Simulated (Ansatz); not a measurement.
```yaml
crystal:
  periodic: [false, false, false]
  atoms:
    - {symbol: Rb, position_ang: [-2.294984, -3.654589, 0.002190]}
    - {symbol: Rb, position_ang: [3.238817, 0.097376, -0.035738]}
    - {symbol: Rb, position_ang: [-1.344916, 2.974028, 0.041870]}
    - {symbol: Br, position_ang: [1.827718, 2.941133, 0.001272]}
    - {symbol: Br, position_ang: [0.558392, -1.990352, 0.152900]}
    - {symbol: Br, position_ang: [-1.985038, -0.367596, -0.162484]}
basis:
  gaussian: {orbitals: def2-TZVP, initial_orbitals: start.molden}
total_charge: 1
magnetization: {spin_polarized: true, initial_magnetization: 1}
hamiltonian: {xc: {name: CAM-B3LYP}, dispersion: d4}
scf: {omitted_lower_state_checks: [starts]}
output: {orbitals: {seedname: orbitals}}
```

The file start.molden holds the orbitals of an earlier run on this structure, at another level or in another basis.

```sh
$ ansatz run in.yaml --threads 4 --pin off --events-out ev --progress --plain --max-ram 4787MiB
```

Does this run fit into the memory that it is given?

No. It has 243 basis functions, and Ansatz plans for 6 GiB where 5 GiB are given.
